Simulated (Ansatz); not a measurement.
Born–Oppenheimer molecular dynamics of Cl2GeH2O (6 atoms, charge 0, multiplicity 1). It starts from a relaxed structure.

All numbers below come from RKS BHLYP/def2-SVP in Ansatz 0.2.0.

```json
{"ensemble": "NVT, Nosé–Hoover chain", "time step": "0.25 fs", "steps asked": "500", "set temperature": "300 K", "thermostat": "time constant 100 fs, chain length 5", "seed": "696098"}
```

First frame:

```xyz
6
Properties=species:S:1:pos:R:3
Ge 0.001 -0.031 -0.017
O -0.014 -0.093 1.725
H -0.876 -0.122 2.138
H 1.442 0.005 -0.472
Cl -1.069 1.703 -0.685
Cl -1.022 -1.742 -0.806
```

Task: What does the run give?

Result: The run went to its last step.

```json
{
  "steps done": "500",
  "time covered": "125 fs",
  "mean temperature over the second half": "200 K",
  "spread of the potential energy over the second half": "5.6 meV per atom",
  "mean potential energy of the second half above the start": "15.8 meV per atom"
}
```

The conserved energy stayed within 0.063 meV per atom of its start (net change 0.0057 meV per atom), so the integration is sound. The mean temperature of the second half is 33 % below the set value. A run of 0.12 ps of so small a system gives no equilibrium averages.

Task: What happens to the structure?

Result: The same pairs are bonded in the first frame and the last. Pairs count as bonded within 1.25 times the sum of covalent radii (0.12 Å more for H–H). Another seed would give other details.

Task: How do temperature and energy run in time?

Result: 
| time (fs) | T (K) | potential energy less start (eV) | conserved less start (meV/atom) |
| --- | --- | --- | --- |
| 0 | 300 | 0.000 | 0.00 |
| 4 | 239 | 0.031 | 0.00 |
| 8 | 131 | 0.087 | 0.00 |
| 12 | 93 | 0.107 | 0.01 |
| 16 | 159 | 0.074 | 0.01 |
| 20 | 203 | 0.051 | 0.02 |
| 24 | 175 | 0.067 | 0.02 |
| 28 | 97 | 0.108 | 0.03 |
| 32 | 69 | 0.123 | 0.03 |
| 36 | 111 | 0.102 | 0.04 |
| 40 | 192 | 0.061 | 0.04 |
| 44 | 225 | 0.047 | 0.04 |
| 48 | 163 | 0.081 | 0.04 |
| 52 | 56 | 0.138 | 0.04 |
| 56 | 32 | 0.151 | 0.05 |
| 60 | 108 | 0.112 | 0.04 |
| 64 | 193 | 0.071 | 0.03 |
| 68 | 201 | 0.070 | 0.03 |
| 72 | 172 | 0.089 | 0.02 |
| 76 | 138 | 0.109 | 0.03 |
| 80 | 169 | 0.095 | 0.01 |
| 84 | 232 | 0.066 | 0.02 |
| 88 | 285 | 0.043 | 0.00 |
| 92 | 233 | 0.075 | 0.01 |
| 96 | 136 | 0.129 | 0.01 |
| 100 | 124 | 0.137 | 0.01 |
| 104 | 226 | 0.087 | 0.01 |
| 108 | 328 | 0.040 | 0.00 |
| 112 | 323 | 0.050 | 0.02 |
| 116 | 263 | 0.087 | 0.01 |
| 120 | 187 | 0.131 | 0.03 |
| 124 | 189 | 0.134 | 0.03 |

Time of the run: 15 min on 2 threads of Intel(R) Xeon(R) Platinum 8488C (Sapphire Rapids), with other jobs on the host, peak memory 0.23 GiB.
